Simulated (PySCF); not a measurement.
**NMR data sheet: C5H12OSi3**

```yaml
Formula: C5H12OSi3
SMILES: C#C[SiH2][Si@H]1C[C@H](O[SiH3])C1
Point_group_of_the_computed_structure: C1
Degrees_of_unsaturation: 3
Carbon_signals: 4
Proton_signals: 7
```

Mapped SMILES: `[CH:1]#[C:2][SiH2:3][Si@H:4]1[CH2:5][C@H:6]([O:7][SiH3:8])[CH2:9]1` (H(Xn): hydrogen on atom n). Ha(C5), Ha(C9) are cis to Si3 on the ring; Hb(C5), Hb(C9) are trans to Si3 on the ring.

Method: NMR shieldings at PBE0/pcSseg-1/GIAO, structure optimised with GFN2-xTB, in PySCF 2.14 (one conformer, no solvent, non-relativistic, averaged over atoms made equivalent by symmetry, fast rotation or ring inversion).

Chemical shifts δ = σref − σ; TMS for 1H (31.72 ppm) and 13C (186.93 ppm) and 29Si (349.16 ppm); 17O (336.08 ppm) vs H2O, all at this level.

| carbon | δC, type | δH (multiplicity) | HMBC from (2–3 bonds) | span of the C tensor (ppm) |
| --- | --- | --- | --- | --- |
| C1 | 106.3, CH | 1.99 (t) | H(Si3) | 258 |
| C2 | 83.7, C | – | H(Si4), H(Si3), H(C1) | 281 |
| C5/C9 | 23.9, CH2 | Hb(C5) 1.94 (m); Ha(C5) 2.04 (m) | H(Si4), H(C6), H(Si3), Ha(C5)/Ha(C9), Hb(C5)/Hb(C9) | 57 |
| C6 | 71.2, CH | 4.65 (m) | H(Si8), H(Si4), Ha(C5)/Ha(C9), Hb(C5)/Hb(C9) | 64 |

Other nuclei:
```json
{"atoms": "H(Si8)", "nucleus": "1H", "environment": "hydrogen on a silicon bonded to O", "δ (ppm)": "4.85", "σ (ppm)": "26.86"}
{"atoms": "H(Si4)", "nucleus": "1H", "environment": "hydrogen on a silicon bonded to 2 C, Si, in a 4-membered ring", "δ (ppm)": "4.70", "σ (ppm)": "27.02"}
{"atoms": "H(Si3)", "nucleus": "1H", "environment": "hydrogen on a silicon bonded to C, Si", "δ (ppm)": "4.36", "σ (ppm)": "27.35"}
{"atoms": "Si8", "nucleus": "29Si", "environment": "silicon bonded to O, 3 H", "δ (ppm)": "-47.9", "σ (ppm)": "397.1"}
{"atoms": "Si4", "nucleus": "29Si", "environment": "silicon bonded to 2 C, Si, H, in a 4-membered ring", "δ (ppm)": "-65.5", "σ (ppm)": "414.7"}
{"atoms": "Si3", "nucleus": "29Si", "environment": "silicon bonded to C, Si, 2 H", "δ (ppm)": "-98.2", "σ (ppm)": "447.4"}
{"atoms": "O7", "nucleus": "17O", "environment": "oxygen bonded to C, Si", "δ (ppm)": "71.8", "σ (ppm)": "264.3"}
```

1. Carbon types of the structure: 1 × C, 2 × CH, 2 × CH2, leaving 6 H on heteroatoms.
2. δC 106.3: terminal alkyne carbon.
3. δC 83.7: alkyne carbon; the triple bond shields along its axis, which puts it between sp3 and sp2 carbons.
4. δC 71.2: sp3 CH bonded to O; deshielded by the electronegative neighbour.
5. δH 4.65: hydrogen on an sp3 CH bonded to O; its carbon carries O, which withdraws density.
6. δH 1.99: hydrogen on a terminal alkyne carbon; it lies on the axis of the triple bond, in its shielding cone.

Shifts are as computed. Against solution values, carbons near 30 ppm lie about +3 ppm off and those near 130 ppm about +5 ppm. Of 1211 compounds with measured shifts, 218 miss one by over three times the rms of a fit or turn the order of signals round; such compounds aren't used in these exercises. Experimental scales use liquid or dissolved standards, which lie at an offset from isolated H2O (liquid H2O: subtract about 36 ppm). No couplings were computed; multiplicities are counted from neighbouring protons, with m where these are inequivalent, close in shift, in a saturated or five-membered ring or joined by F or P, and br s for small geminal =CH2 splittings.
